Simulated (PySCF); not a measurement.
Isomers of C8H8OS, mass 152.030 u with the commonest isotopes. Method used: PBE0-D3(BJ)/def2-SVP geometry optimisation, gas phase (PySCF 2.14.0). One conformer each, none proved a minimum here; rigid rotors.

Question: Order these by radius of gyration √(Σ m r²/M), smallest first.
A. `[CH3:1][S:2][c:3]1[cH:4][cH:5][cH:6][cH:7][c:8]1[CH:9]=[O:10]` with C1–S2–C3–C4 0°, C7–C8–C9–O10 0°
B. `[CH3:1][S:2][c:3]1[cH:4][cH:5][c:6]([CH:7]=[O:8])[cH:9][cH:10]1` with C1–S2–C3–C4 2°, C5–C6–C7–O8 0° (4-(methylthio)benzaldehyde)
C. `[CH3:1][C:2](=[S:3])[c:4]1[cH:5][cH:6][c:7]([OH:8])[cH:9][cH:10]1` with C1–C2–C4–C5 0°, C6–C7–O8–H 180°
D. `[CH2:1]=[CH:2][S@@:3](=[O:4])[c:5]1[cH:6][cH:7][cH:8][cH:9][cH:10]1` with C1–C2–S3–O4 9°, C2–S3–C5–C6 -100°

Answer: D (2.286 Å), A (2.321 Å), C (2.522 Å), B (2.608 Å).

Question: Order these by rotational constant B, smallest first.
A. `[CH3:1][S:2][c:3]1[cH:4][cH:5][cH:6][cH:7][c:8]1[CH:9]=[O:10]` with C1–S2–C3–C4 0°, C7–C8–C9–O10 0°
B. `[CH2:1]=[CH:2][S@@:3](=[O:4])[c:5]1[cH:6][cH:7][cH:8][cH:9][cH:10]1` with C1–C2–S3–O4 9°, C2–S3–C5–C6 -100°
C. `[CH3:1][C:2](=[S:3])[c:4]1[cH:5][cH:6][c:7]([OH:8])[cH:9][cH:10]1` with C1–C2–C4–C5 0°, C6–C7–O8–H 180°
D. `[CH3:1][S:2][c:3]1[cH:4][cH:5][c:6]([CH:7]=[O:8])[cH:9][cH:10]1` with C1–S2–C3–C4 2°, C5–C6–C7–O8 0°

Answer: D (564.8 MHz), C (634.2 MHz), B (754.2 MHz), A (1031 MHz).

Question: Order these by dipole moment, smallest first.
A. `[CH3:1][S:2][c:3]1[cH:4][cH:5][c:6]([CH:7]=[O:8])[cH:9][cH:10]1` with C1–S2–C3–C4 2°, C5–C6–C7–O8 0° (4-(methylthio)benzaldehyde)
B. `[CH3:1][C:2](=[S:3])[c:4]1[cH:5][cH:6][c:7]([OH:8])[cH:9][cH:10]1` with C1–C2–C4–C5 0°, C6–C7–O8–H 180°
C. `[CH3:1][S:2][c:3]1[cH:4][cH:5][cH:6][cH:7][c:8]1[CH:9]=[O:10]` with C1–S2–C3–C4 0°, C7–C8–C9–O10 0°
D. `[CH2:1]=[CH:2][S@@:3](=[O:4])[c:5]1[cH:6][cH:7][cH:8][cH:9][cH:10]1` with C1–C2–S3–O4 9°, C2–S3–C5–C6 -100°

Answer: B (3.15 D), A (3.39 D), D (3.63 D), C (4.56 D).

```tsv
SMILES	point group	Ia (u·Å²)	Ib (u·Å²)	Ic (u·Å²)	κ	μa (D)	μb (D)	μc (D)
C=C[S@@](=O)c1ccccc1	C1	204.87	670.11	713.71	-0.95	2.02	2.65	1.42
CSc1ccccc1C=O	Cs	330.38	490.12	817.22	-0.09	3.31	3.13	0.00
CC(=S)c1ccc(O)cc1	Cs	171.37	796.90	965.10	-0.91	3.10	0.53	0.01
CSc1ccc(C=O)cc1	–	141.19	894.80	1032.68	-0.95	3.38	0.29	0.04
```
